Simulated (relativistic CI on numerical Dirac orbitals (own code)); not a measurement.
One change at a time: Ti XIII

Base calculation: Dirac-Coulomb-Breit CI, separate exchange-only KLI orbitals for each configuration, model QED, unscaled Slater integrals.

CI space (outside the closed core 1s2): 2s2 2p6, 2s2 2p5 3s, 2s2 2p5 3p, 2s2 2p5 3d, 2s 2p6 3s, 2s 2p6 3p, 2s 2p6 3d, 2s2 2p5 4s, 2s2 2p5 4p, 2s2 2p5 4d, 2s2 2p5 4f, 2s2 2p4 3s2, 2s 2p6 4s, 2s2 2p4 3s 3p, 2s 2p6 4p, 2s2 2p4 3p2. Levels of other configurations are missing.

Variants: (1) QED terms removed. Shifts of the energy above 2s2 2p6 1S_0, in eV, for the lowest level and the first level of each name with at least 55 % of one term (blank where a level changes its place among those of its configuration and J or its character, or is not in the variant):

| Level | Base | Δ(1) |
| --- | --- | --- |
| 2s2 2p6 1S_0 | 0.000 | 0.000 |
| 2s2 2p5 3s 3P°_2 | 457.603 | -0.054 |
| 2s2 2p5 3s 3P°_1 | 459.039 | -0.055 |
| 2s2 2p5 3s 3P°_0 | 463.407 | -0.069 |
| 2s2 2p5 3s 1P°_1 | 464.531 | -0.068 |
| 2s2 2p5 3p 3S_1 | 480.016 | -0.007 |
| 2s2 2p5 3p 3D_2 | 483.505 | -0.006 |
| 2s2 2p5 3p 3D_3 | 483.820 | -0.009 |
| 2s2 2p5 3p 3P_2 | 486.084 | -0.009 |
| 2s2 2p5 3p 3P_0 | 488.974 | -0.015 |
| 2s2 2p5 3p 3D_1 | 489.084 | -0.020 |
| 2s2 2p5 3p 3P_1 | 490.766 | -0.022 |
| 2s2 2p5 3p 1S_0 | 504.511 | -0.014 |
| 2s2 2p5 3d 3P°_0 | 515.361 | -0.007 |
| 2s2 2p5 3d 3P°_1 | 515.918 | -0.008 |
| 2s2 2p5 3d 3P°_2 | 517.033 | -0.009 |
| 2s2 2p5 3d 3F°_4 | 517.453 | -0.009 |
| 2s2 2p5 3d 3F°_3 | 518.143 | -0.008 |
| 2s2 2p5 3d 3D°_3 | 520.086 | -0.009 |
| 2s2 2p5 3d 3D°_1 | 522.780 | -0.013 |
| 2s2 2p5 3d 1P°_1 | 531.274 | -0.016 |
| 2s 2p6 3s 3S_1 | 563.174 | +0.156 |

At this charge energies of transitions that change n are usually good to better than 1 %, and those within a shell (Δn = 0) to a few per cent.

Ionisation energy from the two ground configurations alone: base 786.025 eV. The NIST ASD value (measured) is 787.67 eV.

LS names give the leading component of a level, which can be under half, so a name can repeat, a term be missing and a line seem to break the LS rules.
